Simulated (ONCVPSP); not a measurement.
# Bi: variants of one ONCV potential

Base potential:

ONCVPSP 4.0.1 input, shortened (lines: element, Z, core and valence counts, functional; n l f; lmax; l rc ep ncon nbas qcut; lloc lpopt rc5 dvloc0; l nproj debl; icmod fcfact rcfact), PBE, scalar-relativistic:

```
  Bi 83.00   13    2        4      upf
    1    0    2.00
    2    0    2.00
    2    1    6.00
    3    0    2.00
    3    1    6.00
    3    2   10.00
    4    0    2.00
    4    1    6.00
    4    2   10.00
    4    3   14.00
    5    0    2.00
    5    1    6.00
    5    2   10.00
    6    0    2.00
    6    1    2.75
    1
    0    1.75    0.00    4    9    3.00
    1    2.60    0.00    4    9    3.10
    4    3    1.45    6.00
    0    3    2.30
    1    3    1.00
    3    2.50    1.55
```

Cutoffs, loose and tight: the cutoffs (Ha) at which the residual kinetic energy of the hardest occupied pseudo-wave falls to 1 and 0.1 mHa per electron. They do not see the model core or the augmentation charge, which bear on the density cutoff. Test errors are all-electron minus pseudo excitation energies from the reference, over the configurations 6s2 6p3; 6s2 6p2; 6s2 6p1; 6s1 6p3. A dash means not determined; rows that change the core or the reference have their own tests.

1 further variants are left out, since the program set their typed debl aside.

A true bound ghost makes a file unfit for plane-wave use even where its test errors are small: the radial tests pick states by their node count and pass the ghost by.

```csv
change,outcome,"cutoff, loose","cutoff, tight",bound ghosts,GHOST(+) flags above zero,largest test error (meV)
base,generated,22 Ha,64 Ha,s,"s, p",-172
"local potential polynomial inside 1.30 bohr (lpopt 5, dvloc0 0 Ha)",generated,22 Ha,64 Ha,s,"s, p",-172
"all radii but the core radius scaled by about 1.29 (s 2.26, p 3.36 bohr); local potential polynomial inside 1.88 bohr (lpopt 3, dvloc0 6 Ha)",generated,17 Ha,45 Ha,none,"s, p",-204
p: qcut 3.2,generated,22 Ha,64 Ha,s,"s, p",-171
s: nproj 2,generated,22 Ha,64 Ha,none,"s, p",-172
p: rc 3.52,generated,22 Ha,64 Ha,s,"s, p",-215
functional PW91,generated,22 Ha,64 Ha,s,"s, p",-182
"local potential polynomial inside 1.45 bohr (lpopt 3, dvloc0 5 Ha)",generated,22 Ha,64 Ha,s,"s, p",-172
"core correction Teter function, fcfact 1.9, rcfact 1.55",generated,22 Ha,64 Ha,s,"s, p",-140
"core correction Teter function fitted to the true core (icmod 2), fcfact 0.65",generated,22 Ha,64 Ha,s,"s, p",-51
```

Problem. What comes out with this change to the base: s: ncon 5, nbas 10?

Solution. outcome: generated; cutoff, loose: 21 Ha; cutoff, tight: 82 Ha; bound ghosts: s; GHOST(+) flags above zero: s, p; largest test error (meV): -172.
